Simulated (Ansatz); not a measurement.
Basis sets compared for (F2Al-mu-F)3 (Al3F9). Total charge 0; singlet. Geometry PBE0-D4/def2-SVP. Ansatz on 4 threads of Intel Xeon 6975P-C on a shared host; times are rough, and most runs start from earlier orbitals.

| atom | x (Å) | y (Å) | z (Å) |
| --- | --- | --- | --- |
| Al1 | -1.673 | 0.902 | 0.567 |
| F2 | -1.579 | 2.495 | 0.964 |
| F3 | -3.039 | -0.012 | 0.599 |
| F4 | -0.386 | 0.023 | 1.450 |
| Al5 | 1.157 | -0.882 | 1.348 |
| F6 | 2.338 | 0.025 | 2.044 |
| F7 | 0.851 | -2.464 | 1.673 |
| F8 | 1.265 | -0.683 | -0.429 |
| Al9 | 0.516 | -0.019 | -1.914 |
| F10 | -0.024 | -1.275 | -2.829 |
| F11 | 1.449 | 1.223 | -2.454 |
| F12 | -0.875 | 0.667 | -1.020 |

Binding counts from free atoms (Al doublet, F doublet) in the same basis, without a counterpoise term.

```
           level  functions  energy (Eh)  HOMO (eV)  LUMO (eV)  binding per atom (eV)  wall time
       HF/STO-3G         72   -1600.0244     -10.43       9.31                   3.56      0.3 s
        HF/6-31G        120   -1621.2474     -17.68       0.99                   3.26      0.7 s
 PBE-D4/def2-SVP        180   -1624.4846      -9.60      -2.32                   4.99      1.1 s
PBE0-D4/def2-SVP        180   -1624.5604     -11.82      -1.46                   4.82      1.9 s
```

Q: Estimate the rows for PBE-D4/def2-TZVP (with forces), PBE0-D4/def2-TZVP.

A: 
```csv
level,functions,energy (Eh),HOMO (eV),LUMO (eV),binding per atom (eV),wall time
PBE-D4/def2-TZVP (with forces),390,-1625.8806,-9.94,-2.54,4.93,3.5 s
PBE0-D4/def2-TZVP,390,-1625.9468,-12.04,-1.63,4.79,7.5 s
```
